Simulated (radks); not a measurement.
The numbers below are computed, except where a source is named.
Effect of the nuclear size on the ytterbium ion Yb+, [Xe] 4f14 6s1. Code: a radial shooting solver on a logarithmic mesh with Libxc functionals. Model: Dirac Kohn-Sham, relativistic LDA (MacDonald-Vosko exchange, VWN5 correlation), spin-unpolarised, spherical densities, finite nucleus; Fermi nuclear charge, rms radius 5.3108 fm. The rms radius is varied about that value; shifts are against it.

| rms radius (fm) | total energy shift (eV) | density at nucleus (e/bohr^3) | 1s1/2 shift (meV) | 2s1/2 shift (meV) | 5s1/2 shift (meV) | 5p1/2 shift (meV) | 6s1/2 shift (meV) | 6p1/2 (empty) shift (meV) |
|---|---|---|---|---|---|---|---|---|
| 4.7213 | -8.20 | 1.05e+06 | -3330 | -453 | -3.62 | 0.185 | -0.293 | 0.079 |
| 4.9125 | -5.61 | 1.037e+06 | -2280 | -310 | -2.48 | 0.127 | -0.201 | 0.054 |
| 5.3108 | 0 | 1.012e+06 | 0.000 | 0.000 | 0.000 | 0.000 | 0.000 | 0.000 |
| 5.4861 | 2.57 | 1.002e+06 | 1040 | 142 | 1.13 | -0.058 | 0.092 | -0.025 |
| 6.3092 | 15.4 | 9.601e+05 | 6240 | 849 | 6.79 | -0.347 | 0.550 | -0.148 |

Slopes of the eigenvalues against <r^2> in GHz/fm^2, as finite differences over the two radii next to the reference (eigenvalue slopes, not the field-shift constants of lines): 1s1/2 135000, 2s1/2 18300, 5s1/2 147, 5p1/2 -7.49, 6s1/2 11.9, 6p1/2 (empty) -3.20.
